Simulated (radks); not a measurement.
The silicon ion Si2+ inside a hard spherical wall (all orbitals vanish at R), configuration held at [Ne] 3s2 and not refilled when levels cross. All-electron calculation, non-relativistic Kohn-Sham, PBE, spin-polarised, spherical densities, point nucleus. Program: a radial shooting solver on a logarithmic mesh with Libxc functionals. Eigenvalues in eV for spin up, with the zero of energy where the potential of the charges vanishes at infinity; a dash marks a level that is unbound or too diffuse for the functional's potential to be trusted. A positive occupied level is held by the wall or, in an anion where self-interaction has pushed it up, behind a barrier. The pressure on the wall is -dE/dV.

R (bohr)  E (hartree)  kinetic (hartree)    e(1s)    e(2s)    e(2p)    e(3s)  e(3p, empty)  e(3d, empty)  pressure (GPa)
free       -288.32973            287.939  -1803.1  -160.14  -116.94  -28.478       -20.516       -10.717               0
15         -288.32973            287.939  -1803.1  -160.14  -116.94  -28.478       -20.516       -10.717        < 0.0001
8          -288.32973            287.939  -1803.1  -160.14  -116.94  -28.477       -20.515       -10.675        0.000440
7          -288.32967            287.939  -1803.1  -160.14  -116.94  -28.474       -20.507       -10.575         0.00670
6          -288.32910            287.947  -1803.1  -160.11  -116.90  -28.450       -20.451       -10.261          0.0962
5          -288.32359            287.999  -1802.8  -159.90  -116.70  -28.269       -20.119        -9.308            1.26
4          -288.27877            288.300  -1801.7  -158.88  -115.67  -27.179       -18.456        -6.404            15.2
2          -285.55611            297.207  -1781.8  -143.75  -100.19   15.863        29.028        37.664            3530
1.5        -279.26127            314.429  -1753.3  -125.52  -80.627   101.06        109.73        94.292           24700
